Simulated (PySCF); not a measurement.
The electron affinity along the 3d series

Calculated with PySCF 2.14 from differences of total energies of unrestricted determinants, without spin-orbit coupling. Values in eV. The last column holds reference values (measured affinities from photodetachment; the arrow runs from anion to atom). Unmarked ones compare directly (S terms, centres of terms, or small fine structure); those marked * lie between the lowest fine-structure levels and include a spin-orbit shift.

```csv
element,configurations,UHF,LDA,PBE,r2SCAN,MP2 (valence),SCS-MP2 (valence),reference
"Ti (aug-cc-pVQZ-DK, spin-free X2C)",[Ar] 3d3 4s2 → [Ar] 3d2 4s2,-0.943,1.000,0.798,0.837,-0.751,-1.242,0.076 *
"V (aug-cc-pVQZ-DK, spin-free X2C)",[Ar] 3d4 4s2 → [Ar] 3d3 4s2,-0.634,1.566,1.225,0.997,-0.209,-0.948,0.528 *
"Cr (aug-cc-pVQZ-DK, spin-free X2C)",[Ar] 3d5 4s2 → [Ar] 3d5 4s1,-0.246,0.699,0.446,0.331,0.121,0.205,0.676
```

The highest occupied level of the anion is positive for Ti⁻ at UHF, LDA, PBE, r2SCAN; V⁻ at UHF, LDA, PBE, r2SCAN; Cr⁻ at UHF, LDA, PBE, r2SCAN, so there the basis helps to hold the electron.

"Valence" correlates the outer s and p shells and, in groups 3 to 12 and the f block, the outer d or f shell, open or full, or the next shell where the ion has no valence electron left; the wider scheme adds the next inner shell.
